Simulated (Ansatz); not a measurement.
`CC(F)(F)C(F)CF` + CH₃OH → `COCF` + `CC(F)(F)CF`  (substitution at a C–C bond)

Isolated molecules relaxed with PBE0-D4/def2-TZVP in Ansatz; ΔE leaves out vibrations. CCSD(T)/CBS adds triple-zeta CCSD(T) − MP2 to the extrapolated MP2 energy (def2 sets, frozen cores). This one scheme is used for every species. DFT in def2-TZVPP. HSE06 is defined as in plane-wave codes. Each species was taken in one conformer, which may not be the lowest.

```csv
level,ΔE (kJ/mol),difference from CCSD(T)/CBS
LDA (SPW92),1.0,-4.7
PBE-D4,-0.1,-5.8
BLYP-D4,-3.6,-9.3
ωB97X-V,1.0,-4.7
ωB97M-V,3.6,-2.1
PBE,-2.8,-8.5
revPBE,-5.0,-10.7
BLYP,-8.7,-14.4
PBE0,-0.3,-6.0
r2SCAN0,0.7,-5.0
HSE06,-0.4,-6.1
LC-ωPBE,1.0,-4.7
RPA@PBE/def2-TZVPP,1.6,-4.1
CCSD(T)/def2-TZVPP,2.7,-3.0
SCS-MP2/def2-QZVPP,2.8,-2.9
HF/CBS(def2),-8.5,-14.2
CCSD(T)/CBS,5.7,0
```

Largest T1 diagnostic among the species: 0.011.

From BLYP to BHLYP (50 % exact exchange), in def2-TZVPP and without D4, ΔE moves by +4.5 kJ/mol. Leaving LDA and LC-ωPBE aside and taking each functional with its dispersion term where it has one, the values spread over 7.2 kJ/mol, from BLYP-D4 to ωB97M-V. LDA lies +3.8 kJ/mol from PBE without D4.
